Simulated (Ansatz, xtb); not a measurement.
**C6H5N: which of two isomers lies lower**

Structure X is `N#CC1=CCC=C1`, a singlet and structure Y is `N#CC1C=CC=C1`, a singlet. Both are isolated molecules in the gas phase, relaxed with r2SCAN-D4/def2-SVP.

Energies in hartree; the thermal terms are from GFN2-xTB frequencies at re-optimised GFN2-xTB minima (ideal gas, soft modes damped towards free rotors, one conformer each, 298.15 K, 1 atm) and include the zero-point energy:

```
                              X           Y
E, CCSD(T)/def2-SVP  −285.324938  −285.316910
    E, MP2/def2-SVP  −285.243611  −285.234447
  E, MP2/def2-TZVPP  −285.754443  −285.746088
  zero-point energy     0.089199     0.089319
       H(298 K) − E     0.096110     0.096187
       G(298 K) − E     0.059528     0.059521
```

Problem. Correct the CCSD(T) difference for the basis set by the MP2 change, then work out ΔE, ΔE₀, ΔH and ΔG for X → Y in kcal/mol (1 Eh = 627.51 kcal/mol) and the equilibrium ratio [Y]/[X].

Solution. 1. Differences Y − X: CCSD(T) +0.008028, MP2 in the small set +0.009164, MP2 in the large set +0.008355 Eh.
2. ΔE = +0.008028 + (+0.008355 − (+0.009164)) = +0.007219 Eh = +4.53 kcal/mol.
3. ΔE₀ = ΔE + ΔZPE = +0.007219 + (+0.000120) Eh = +4.61 kcal/mol.
4. ΔH = ΔE + (+0.000077) Eh = +4.58 kcal/mol.
5. ΔG = ΔE + (−0.000007) Eh = +4.53 kcal/mol, so ΔS = (ΔH − ΔG)/T = +0.7 J/(mol K).
6. kT = 0.9442 mEh, so K = [Y]/[X] = exp(−ΔG/kT) = exp(−7.64) ≈ 4.8 × 10^−4.

Structure X is favoured at this temperature. An error of 1 kcal/mol in ΔG would change K by a factor of 5.4. Mirror images and further conformers aren't counted.

As drawn, both hold the same kinds of bond in the same numbers.

Other levels gave ΔE = +4.7 (GFN2-xTB); +7.0 (HF/STO-3G, GFN2-xTB geometries); +8.0 (r2SCAN-D4/def2-SVP//GFN2-xTB); +7.5 (r2SCAN-D4/def2-SVP); +4.5 (HF/def2-SVP); +5.8 (MP2/def2-SVP); +5.0 (CCSD(T)/def2-SVP) kcal/mol. The correlated steps freeze 7 core orbitals. Programs: Ansatz 0.2.0, xtb 6.7.1.
